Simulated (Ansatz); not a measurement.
Compare A (`CBCCO`) with its isomer B (`BOCCC`).

Calculated with Ansatz (gas phase, PBE0-D4/def2-TZVP geometries, no zero-point term in ΔE). CCSD(T)/CBS is the MP2 limit (def2-TZVPP, def2-QZVPP) plus CCSD(T) − MP2 in def2-TZVPP, frozen cores. Functionals use def2-TZVPP. B3LYP here is the variant with VWN-RPA as its local correlation; programs differ in this. One conformer a species, not always the lowest.

(1) Which is lower in electronic energy at CCSD(T)/CBS, and by how much? (Best estimate.)

(2) Give E(B) − E(A) in kJ/mol with B3LYP, r2SCAN-D4, CCSD(T)/def2-TZVPP, HF/def2-TZVPP, CCSD/def2-TZVPP, ωB97M-V, B3LYP-D4. (Estimate.)

Largest T1 diagnostic: 0.012.

## Answers

(1) Ansatz gave: B, by 101.1 kJ/mol.

(2) The calculation gave: B3LYP -103.8, r2SCAN-D4 -95.6, CCSD(T)/def2-TZVPP -104.2, HF/def2-TZVPP -110.6, CCSD/def2-TZVPP -103.6, ωB97M-V -98.2, B3LYP-D4 -103.2. None reverses the order clearly.

In def2-TZVPP, CCSD(T) changes the Hartree–Fock value by +6.4 kJ/mol (the triples alone add −0.6 kJ/mol) and MP2 by +6.5 kJ/mol.
